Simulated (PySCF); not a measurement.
# Trend along the fourth-period p block: MNa molecules

CCSD(T) with double-zeta basis sets in PySCF, for the lowest determinant that a PBE0 search found; no spin–orbit coupling. De refers to high-spin ground-configuration atoms.

```
 M                       basis  reference, frozen orbitals  state (unpaired electrons)  Re (Å)  ωe (cm⁻¹)  De (eV)
Ga  aug-cc-pVDZ/aug-cc-pVDZ-PP                      RHF, 5      singlet (closed shell)   3.187        148     0.71
Ge          cc-pVDZ/cc-pVDZ-PP                      UHF, 5         quartet (σ ↑, π ↑↑)   2.782        210     1.24
As                    def2-SVP                    ROHF, 10              triplet (π ↑↑)   2.810        211     0.83
Se                    def2-SVP                     UHF, 10               doublet (π ↑)   2.636        266     2.04
Br                     pcseg-1                     RHF, 10      singlet (closed shell)   2.543        294     3.48
```

The shortest bond is that of NaBr (2.543 Å), the longest that of NaGa (3.187 Å).

The rows differ in basis set, which adds steps of its own.

The state changes along the series, so neighbouring rows are not always alike in their bonding.

Correlated steps freeze the inner cores (5 to 10 orbitals); shallow outer-core shells are correlated. UHF and ROHF references stand side by side, which adds small steps between rows. Correlated levels converge slowly with the basis: in double zeta they bind strong bonds too weakly, by up to about 1 eV, and carry superposition errors of some tenths. Where the molecule has an RHF reference, its open-shell atoms are computed with UHF. States were picked by a PBE0 search and need not be the measured ground states.
